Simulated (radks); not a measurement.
Q: All-electron atom: Br3+ in [Ar] 3d10 4s2 4p1 4f1 (not the ground configuration). Calculated with a radial shooting solver on a logarithmic mesh with Libxc functionals: non-relativistic Kohn-Sham, LDA (Slater exchange, Perdew-Wang correlation), spin-polarised, spherical densities, point nucleus; open shells are filled with parallel spins first. Some entries of the table are withheld. Estimate them.

orbital  occ.  eigenvalue (eV)  r(max) (bohr)
1s up       1        -13114.21        0.02889
1s down     1        -13114.11        0.02889
2s up       1        -1725.994         0.1632
2s down     1        -1725.933         0.1632
2p up       3        -1562.007         0.1291
2p down     3        -1561.918         0.1291
3s up       1        -274.9282         0.4941
3s down     1        -274.7911         0.4942
3p up       3        -217.4921         0.4851
3p down     3        -217.3358         0.4851
3d up       5              (1)         0.4282
3d down     5              (2)         0.4281
4s up       1         -59.5763            (3)
4s down     1         -58.1573            (4)
4p up       1         -45.6899          1.511
4p down     0         -44.2000          1.505
4f up       1         -12.4979          3.391
4f down     0         -11.3597          3.546

A: 
(1) 3d up eigenvalue (eV): -114.5944
(2) 3d down eigenvalue (eV): -114.3934
(3) 4s up r(max) (bohr): 1.373
(4) 4s down r(max) (bohr): 1.367
